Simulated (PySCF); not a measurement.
Electronic structure of Ru⁺ (ruthenium, charge +1) at the PBE level

Configuration: [Kr] 4d6 5s1, high-spin 6D determinant (an excited configuration). Calculation: PySCF 2.14, in x2c-QZVPPall (13s8p7d4f2g, 118 functions); scalar relativity by spin-free X2C-1e.

| Property | Result |
| --- | --- |
| Total energy | -4529.67 hartree |
| One-electron energy | -6228.31 hartree |
| Hartree (Coulomb) energy | 1832.77 hartree |
| Exchange-correlation energy | -134.13 hartree |
| ⟨S²⟩ | 8.7507 |
| ⟨L²⟩ | 6.011 |
| Sum of ⟨r⟩ | 29.21 bohr |
| Sum of ⟨r²⟩ | 41.56 bohr² |
| Traceless quadrupole moment −½Σ⟨3z² − r²⟩ along its main axis | 0.723 e·bohr² |
| Langevin diamagnetic susceptibility | -32.9 ×10⁻⁶ cm³/mol |
| Time after the integrals | 3.6 s of wall time on 1 thread of Neoverse-V2 (shared host) |

```
shell  electrons  mean orbital energy (eV)  spread (eV)  rms radius, mean of both spins (bohr)
 1s α          1                  -21913.9            0                                 0.0384
 1s β          1                  -21913.9            0                                 0.0384
 2s α          1                   -3161.3            0                                  0.158
 2s β          1                   -3160.7            0                                  0.158
 2p α          3                   -2833.4        0.279                                  0.140
 2p β          3                   -2832.9        0.168                                  0.140
 3s α          1                   -566.01            0                                  0.431
 3s β          1                   -565.69            0                                  0.431
 3p α          3                   -458.15        0.526                                  0.434
 3p β          3                   -457.79        0.436                                  0.434
 3d α          5                   -284.29        0.631                                  0.420
 3d β          5                   -283.75        0.407                                  0.420
 4s α          1                   -88.443            0                                   1.08
 4s β          1                   -85.615            0                                   1.08
 4p α          3                   -58.491        1.242                                   1.20
 4p β          3                   -55.453        0.387                                   1.20
 4d α          5                   -16.544        1.412                                   1.72
 4d β          1                   -13.743            0                                   1.72
 5s α          1                   -12.486            0                                   3.07
```

Densities and radii are taken from the X2C orbitals without a picture-change correction, which distorts them close to the nucleus.
